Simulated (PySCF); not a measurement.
Input for PySCF: R-BP86/6-31G* on BH5P2 (SMILES PBP), a point of a torsion scan.

```python
from pyscf import gto, scf, dft, mp
from pyscf.data.elements import chemcore

mol = gto.M(
    atom='''
    P     1.75156345    0.14616166   -0.26533026
    B     0.05940938   -0.72978383    0.07066855
    P    -1.42553960    0.17249750    0.71316920
    H     1.19264927    1.38234009   -0.57170641
    H     1.94717200    0.52887830    1.05599718
    H    -0.06551096   -1.84728290   -0.25796172
    H    -0.89416442    1.03716593    1.64823416
    H    -1.94463524   -0.73852379    1.60799632
    ''',
    basis='6-31g*',
    cart=True,
    charge=0, spin=0, verbose=3, max_memory=1800)
mf = dft.RKS(mol, xc='b88,p86')
mf.conv_tol = 1e-8
mf.max_cycle = 100
mf.kernel()
if not mf.converged:
    mf = mf.newton().run(mf.mo_coeff, mf.mo_occ)
```

The log:

```
converged SCF energy = -710.552315456033
```

The run converged.

Cost: around 5 core-seconds (rough).
